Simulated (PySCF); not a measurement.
C₉H₇MnO₃, singlet (GFN2-xTB optimised geometry):

```
20

Mn    -0.706    -0.367     0.000
C     -0.163    -0.179    -3.379
C      0.272    -0.028    -1.954
C      0.988    -0.989    -1.192
C      1.445    -0.367     0.000
C      0.982     0.966     0.000
C      0.239     1.170    -1.194
H      0.663     0.108    -4.035
H     -1.013     0.462    -3.603
H     -0.432    -1.209    -3.604
H      1.307    -1.957    -1.556
H      2.153    -0.792     0.699
H      1.275     1.739     0.698
H     -0.111     2.127    -1.558
O     -2.174     1.440     1.781
C     -1.625     0.706     1.089
O     -0.717    -2.629     1.865
C     -0.749    -1.739     1.140
O     -3.048    -1.239    -1.533
C     -2.153    -0.905    -0.895
```

Computed with PySCF with PBE0/def2-SVP.

Q: What are the frontier orbital energies and the dipole moment?

A: HOMO-2 -7.13 eV, HOMO-1 -6.70 eV, HOMO -6.66 eV, LUMO -0.41 eV, LUMO+1 -0.33 eV; dipole moment 3.89 D.

On the same geometry PBE/def2-SVP run with PySCF gives HOMO-2 -5.64 eV, HOMO-1 -5.41 eV, HOMO -5.36 eV, LUMO -1.70 eV, LUMO+1 -1.61 eV; dipole moment 4.27 D.

Meta-Löwdin charges at PBE0/def2-SVP: Mn1 0.59, C2 -0.31, C3 -0.01, C4 -0.21, C5 -0.17, C6 -0.17, C7 -0.21, H8 0.12, H9 0.12, H10 0.12, H11 0.12, H12 0.13, H13 0.13, H14 0.12, O15 -0.23, C16 0.11, O17 -0.23, C18 0.11, O19 -0.24, C20 0.11.
